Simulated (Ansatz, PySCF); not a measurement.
CH5FMoN2, multiplicity 1. Atoms are numbered in the order given.

```xyz
10

Mo    -0.0279    -0.0816     0.0000
N     -1.0124    -0.0882    -1.4070
H     -1.8889    -0.1616    -1.9195
N     -1.0124    -0.0882     1.4070
H     -1.8889    -0.1616     1.9195
F      1.2836    -1.4123     0.0000
C      0.7878     1.8549     0.0000
H      0.0219     2.6427     0.0000
H      1.4101     1.9620    -0.9038
H      1.4101     1.9620     0.9038
```

The structure is a stationary point at PBE0-D3(BJ)/def2-SVP. The multiplicity is an assumed one; no other spin state was optimised. The structure was generated by enumeration; whether it is a known compound was not checked. The def2 effective core potentials stand for the cores of Mo; spin–orbit coupling is left out.

Vertical ionisation energy (IE) and electron affinity (EA) in eV. Rows of orbital energies are one-electron estimates. Where ΔSCF, EOM or ADC give a negative EA the extra electron is unbound and the value depends on the basis.

| level | IE | EA |
|---|---|---|
| −ε(HOMO), −ε(LUMO), CAM-B3LYP/def2-TZVP (PySCF) | 9.38 | 0.84 |
| −ε(HOMO), −ε(LUMO), PBE/def2-TZVP (PySCF) | 6.67 | 2.72 |
| ΔSCF, PBE0/def2-SVPD (Ansatz), final states of multiplicity 2 and 2 | 9.97 | 0.23 |
| ΔSCF, PBE/def2-SVPD (Ansatz), final states of multiplicity 2 and 2 | 9.80 | -0.06 |

Problem. What vertical singlet–triplet gap does ΔSCF give with PBE0/def2-SVPD (Ansatz, a first-principles code) and with PBE/def2-SVPD (Ansatz)? (Estimate from the structure and the level; the computed values follow.)

Solution. 3.61 and 3.81 eV (triplet above singlet where positive).
